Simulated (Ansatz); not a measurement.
`C[Se]CN` and `C[Se]C` differ in one atom or group.

Ansatz, PBE0-D4/def2-TZVP geometries, multiplicity 1. Each molecule was computed in one conformer, which needn't be the lowest.

Scalar relativity is left out up to krypton.

| property | `C[Se]CN` |
| --- | --- |
| HOMO–LUMO gap (PBE/def2-TZVPP) / eV | 4.43 |
| size of the dipole moment (PBE/def2-TZVPP) / D | 1.51 |
| HOMO–LUMO gap (ωB97M-V/def2-TZVPP) / eV | 10.41 |
| LUMO energy (B3LYP/def2-TZVPP) / eV | 0.15 |
| LUMO energy (PBE0/def2-TZVPP) / eV | 0.43 |
| size of the dipole moment (B3LYP/def2-TZVPP) / D | 1.48 |

Q: What does the change do to each property? (Estimate.)

A: The calculation gave: 
```tsv
property	`C[Se]C`	shift
HOMO–LUMO gap (PBE/def2-TZVPP) / eV	4.42	-0.01
size of the dipole moment (PBE/def2-TZVPP) / D	1.47	-0.04
HOMO–LUMO gap (ωB97M-V/def2-TZVPP) / eV	10.45	0.04
LUMO energy (B3LYP/def2-TZVPP) / eV	0.19	0.04
LUMO energy (PBE0/def2-TZVPP) / eV	0.47	0.04
size of the dipole moment (B3LYP/def2-TZVPP) / D	1.48	0.00
```

Dipoles are sizes alone; their direction can turn.

B3LYP here is the variant with VWN-RPA as its local correlation; programs differ in this.

Spin–orbit coupling is left out; it splits and shifts lone-pair levels of the heavy atoms by tenths of an eV.
